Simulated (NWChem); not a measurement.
Molecule: MgH2S; SMILES [SH][MgH]

```xyz
4

Mg     0.2335    -1.1423     0.0000
H      0.3869    -2.8293     0.0000
S      0.0624     1.1706     0.0000
H     -1.2907     1.1478     0.0000
```
Atoms are numbered in this order, from 1.

Coordinates come from a PBE0/def2-SVP optimisation.

 Unshifted, non-relativistic core excitations; the lowest 4 roots alone, so stronger bands may lie above.

**Question.** List the first S K-edge excitations from BHandHLYP/def2-TZVP, restricted-window TDA (NWChem).

**Answer.** 
```
state  energy (eV)  dipole oscillator strength           leading excitation (squared amplitude)
-----  -----------  --------------------------  -----------------------------------------------
S1          2445.2                      0.0031    1s of atom 3 or its equivalents → LUMO (0.63)
S2          2445.8                      0.0042  1s of atom 3 or its equivalents → LUMO+3 (0.57)
S3          2446.6                      0.0010  1s of atom 3 or its equivalents → LUMO+1 (0.89)
S4          2446.6                      0.0018  1s of atom 3 or its equivalents → LUMO+2 (0.92)
```
